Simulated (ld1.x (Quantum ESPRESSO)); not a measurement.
# Before and after: TM potential for Tc (Z = 43)

Tc, norm-conserving Troullier–Martins (Kleinman–Bylander form), made with ld1.x (Quantum ESPRESSO) 7.5 (PBE, scalar-relativistic). Core [Ar] 3d10 4s2, reference 4p6 4d5 5s0 5p0 (charge +2). Waves: 5s (bound, empty): rc 2.05 bohr; 4d (bound): rc 1.45 bohr; 4p (bound): rc 1.90 bohr. Local part: the p channel. Core correction: a·sin(br)/r model core, default radius (core density twice the valence density).

Change: local potential the s channel.

Cutoffs: the cutoffs (Ry, on a coarse ladder) from which the occupation-weighted sum of valence levels, in a spherical-Bessel basis at the reference potential, stays within 10 and 1 mRy of its value at 400 Ry; they do not see the model core or the augmentation charge, which bear on the density cutoff. Errors are all-electron minus pseudo energies relative to the spin-unpolarised reference configuration.

How do hardness, ghosts and transferability respond?

The potential gets neither clearly harder nor softer (50 Ry and 60 Ry → 50 Ry and 60 Ry); the bound ghost in s disappears; of the 7 tests that both files solve, the error grows in 4 and shrinks in 3 by more than 15 % and 0.3 meV (median size 8.7 → 27.5 meV); the range in which the s phases agree narrows (upper end 2.9 → -0.8); the range in which the p phases agree narrows (upper end -1.0 → -2.4). In the separable form a ghost depends on how the local part lies against the semilocal potential of the channel, so the choice of the local part can create or remove one.

| quantity | base | changed |
| --- | --- | --- |
| cutoff, loose | 50 Ry | 50 Ry |
| cutoff, tight | 60 Ry | 60 Ry |
| bound ghosts | s | none |
| error for 4p6 4d5 5s2 5p0, meV [ΔE -23.00 eV] | -15 | -0.7 |
| error for 4p6 4d5 5s1 5p0, meV [ΔE -14.85 eV] | -3.6 | -1.4 |
| error for 4p6 4d4 5s0 5p0, meV [ΔE 28.71 eV] | -0.5 | -99 |
| error for 4p6 4d5 5s1.5 5p0, meV [ΔE -19.72 eV] | -8.7 | -1.7 |
| error for 4p6 4d6 5s1 5p0, meV [ΔE -23.94 eV] | +3.5 | -27 |
| error for 4p6 4d5 5s0 5p2, meV [ΔE -15.29 eV] | +281 | -1164 |
| error for 4p6 4d5 5s0 5p1, meV [ΔE -10.27 eV] | +205 | -844 |
| s: phases at 2.24 bohr within 0.05 rad from the reference energy up to (Ry; the scan ends near 5) | 2.9 | -0.8 |
| p: phases at 2.24 bohr within 0.05 rad from the reference energy up to (Ry; the scan ends near 5) | -1.0 | -2.4 |
| d: phases at 2.24 bohr within 0.05 rad from the reference energy up to (Ry; the scan ends near 5) | 1.3 | 0.2 |

 A true bound ghost makes a file unfit for plane-wave use even where its test errors are small: the radial tests pick states by their node count and pass the ghost by.
